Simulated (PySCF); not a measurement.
C4H6OSi.

```xyz
12

Si    -0.0084     2.0505     0.0000
C      0.0989     0.1850     0.0000
C      1.1619    -0.6794     0.0000
C      0.6191    -2.0085     0.0000
C     -0.7352    -1.8509     0.0000
O     -1.0625    -0.5417     0.0000
H     -0.7260     2.5428    -1.2104
H     -0.7260     2.5428     1.2104
H      1.3897     2.5660     0.0000
H      2.2144    -0.3972     0.0000
H      1.1644    -2.9511     0.0000
H     -1.5662    -2.5543     0.0000
```

Geometry: ωB97X-D3(BJ)/def2-SVP.

Method: PBE/pcSseg-1 in PySCF. Non-relativistic, no solvent.

Computed absolute GIAO shielding of each atom: isotropic value and principal components (ppm):
| atom | σ(iso) | σ11 | σ22 | σ33 | span |
|---|---|---|---|---|---|
| Si1 | 422.2 | 400.7 | 413.5 | 452.4 | 51.8 |
| C2 | 31.4 | -36.1 | 29.1 | 101.2 | 137.2 |
| C3 | 51.7 | -43.9 | 54.9 | 144.1 | 188.0 |
| C4 | 65.8 | -17.2 | 60.9 | 153.7 | 170.9 |
| C5 | 29.3 | -46.9 | 35.3 | 99.6 | 146.5 |
| O6 | 1.0 | -142.7 | -88.1 | 233.7 | 376.4 |
| H7 | 26.6 | 23.5 | 24.9 | 31.6 | 8.1 |
| H8 | 26.6 | 23.5 | 24.9 | 31.6 | 8.1 |
| H9 | 26.9 | 23.3 | 26.1 | 31.1 | 7.8 |
| H10 | 24.3 | 22.4 | 23.7 | 26.8 | 4.3 |
| H11 | 24.7 | 23.0 | 25.4 | 25.7 | 2.7 |
| H12 | 23.5 | 21.0 | 24.3 | 25.3 | 4.2 |
